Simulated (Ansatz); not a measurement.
Relaxation of BClFH3O2 (8 atoms, charge 0, multiplicity 1), to a largest force component of 0.03 eV/Å in at most 50 steps.

These are results of RKS PBE/def2-SVP in Ansatz, not measurements.

```xyz
8
Properties=species:S:1:pos:R:3
B -0.003 -0.393 -0.192
F 0.085 -0.587 1.141
O 1.122 -0.389 -0.961
H 1.901 -0.681 -0.458
O -1.220 -0.289 -0.793
H -1.943 -0.261 -0.143
Cl -0.103 2.470 0.903
H 0.098 1.446 1.739
```

Question: Where does it end, and by what steps?

Answer: The run converged. After 10 steps the energy has fallen by 0.099 eV; Cl7 moved furthest, 0.51 Å.

| step | energy less start (eV) | largest force component (eV/Å) | accepted |
| --- | --- | --- | --- |
| 0 | 0.0000 | 0.917 | yes |
| 1 | -0.0519 | 0.773 | yes |
| 2 | -0.0203 | 1.114 | no |
| 3 | -0.0822 | 0.085 | yes |
| 4 | -0.0913 | 0.125 | yes |
| 5 | -0.0926 | 0.488 | yes |
| 6 | -0.0985 | 0.094 | yes |
| 7 | -0.0989 | 0.073 | yes |
| 8 | -0.0990 | 0.037 | yes |
| 9 | -0.0989 | 0.124 | no |
| 10 | -0.0990 | 0.010 | yes |

```xyz
8
Properties=species:S:1:pos:R:3
B -0.008 -0.488 -0.256
F 0.104 -0.413 1.113
O 1.107 -0.634 -1.017
H 1.917 -0.666 -0.478
O -1.230 -0.437 -0.843
H -1.946 -0.314 -0.197
Cl -0.066 2.767 1.316
H 0.060 1.501 1.597
```

Whether the end is a true minimum wasn't checked by a vibrational analysis.

The run took 9.2 s on 2 threads of Intel(R) Xeon(R) 6975P-C (Granite Rapids), with other jobs on the host, peak memory 0.16 GiB.
